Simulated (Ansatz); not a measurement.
A nudged elastic band was laid between two geometries of BGeH$_{5}$OS (9 atoms, charge 0, multiplicity 1).

These are results of RKS PBE0/def2-mTZVP (Ansatz), not measurements.

```json
{
 "movable images": "7",
 "climbing image": "yes",
 "spring": "5.0 eV/Å²",
 "optimiser": "quadratic models (default)",
 "start path": "IDPP",
 "force threshold": "0.05 eV/Å",
 "iteration limit": "60",
 "end points": "relaxed"
}
```

First end point:

```xyz
9
Properties=species:S:1:pos:R:3
O 0.036 0.876 -1.997
B 0.109 0.870 -0.651
Ge 0.434 -0.932 0.325
S -1.304 -1.256 1.719
H -0.151 1.746 -2.372
H -0.045 1.887 -0.031
H 1.736 -0.953 1.156
H 0.402 -2.180 -0.573
H -1.128 -0.104 2.407
```

Last end point:

```xyz
9
Properties=species:S:1:pos:R:3
O -0.736 1.530 -0.344
B 0.429 0.880 -0.545
Ge 0.567 -1.050 0.203
S -1.338 -1.559 1.267
H -0.757 2.423 -0.710
H 1.327 1.414 -1.135
H 1.730 -1.211 1.204
H 0.799 -2.090 -0.913
H -1.933 -0.384 0.955
```

What changes between the two ends?

No bond is made or broken. The dihedral H6–B2–Ge3–H8 goes from 171 to -61°.

Give the energies along the band, and the barrier.

It converged. The highest image is number 4 of 0 to 8, 1.0 kcal/mol above the first end and 1.4 kcal/mol above the last; the last end lies 0.5 kcal/mol below the first. A vibrational analysis at the climbing image gives one clearly imaginary mode, 72i cm⁻¹: a first-order saddle point.

```csv
image,path coordinate (Å),energy (kcal/mol),dihedral H6–B2–Ge3–H8 (°)
0,0.00,0.0,171
1,0.47,0.1,-174
2,0.94,0.4,-157
3,1.41,0.8,-139
4,1.88,1.0,-120
5,2.46,0.8,-101
6,3.04,0.3,-81
7,3.62,-0.2,-66
8,4.20,-0.5,-61
```

What is the geometry of the highest image?


```xyz
9
Properties=species:S:1:pos:R:3
O -0.669 1.126 -1.479
B 0.334 0.954 -0.598
Ge 0.521 -0.921 0.289
S -1.395 -1.564 1.271
H -0.711 2.014 -1.855
H 1.078 1.863 -0.345
H 1.654 -0.976 1.337
H 0.764 -2.044 -0.736
H -1.487 -0.499 2.100
```

What are the harmonic wavenumbers there?

72i, 98, 132, 247, 391, 403, 538, 545, 642, 726, 808, 867, 887, 999, 1197, 1381, 2125, 2147, 2569, 2675, 3841 cm⁻¹.

Run time: 2.4 min on 2 threads of AMD EPYC 9B45 (Zen 5), with other jobs on the host, peak memory 0.29 GiB.
